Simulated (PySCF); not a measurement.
# Shifts of the heteroatoms

Geometry:
```csv
atom,x (Å),y (Å),z (Å)
C1,2.489,-0.757,0.859
C2,1.567,0.359,0.374
C3,2.109,0.959,-0.922
Si4,-0.225,-0.259,0.165
C5,-0.431,-1.865,-0.824
C6,-1.499,0.168,1.489
C7,-1.621,1.017,0.203
C8,-2.892,0.867,-0.594
H9,2.535,-1.560,0.126
H10,3.501,-0.381,1.008
H11,2.136,-1.172,1.800
H12,1.567,1.148,1.132
H13,3.115,1.351,-0.772
H14,2.157,0.203,-1.704
H15,1.473,1.770,-1.269
H16,-1.478,-2.130,-0.915
H17,0.080,-2.690,-0.337
H18,-0.023,-1.766,-1.826
H19,-1.228,0.706,2.387
H20,-2.329,-0.500,1.669
H21,-1.362,2.061,0.349
H22,-2.790,1.325,-1.577
H23,-3.727,1.348,-0.082
H24,-3.138,-0.183,-0.730
```

All values are calculated (PySCF 2.14.0 with density-fitted response routines): PBE0/pcSseg-1 with gauge-including orbitals, GFN2-xTB structure. In vacuum, one averaged value for each set of equivalent atoms, one computed conformer, non-relativistic.

Where does ²⁹Si resonate?

Results:


```tsv
atoms	environment	σ (ppm)	δ (ppm)
Si4	silicon bonded to 4 C, in a 3-membered ring	424.6	-69.1
```

Shieldings were converted by a linear fit to measured shifts: ²⁹Si: δ = 279.94 − 0.822σ (rms 8.9 ppm, 72 shifts, 25.8 ppm with the 6 outliers that the fit left out vs TMS, solution or neat liquid). A few per cent of atoms miss by over 2 rms, more outside the fitted compound classes.

On a 300 MHz spectrometer ²⁹Si resonates near 59.6 MHz, so 1 ppm is 59.6 Hz.
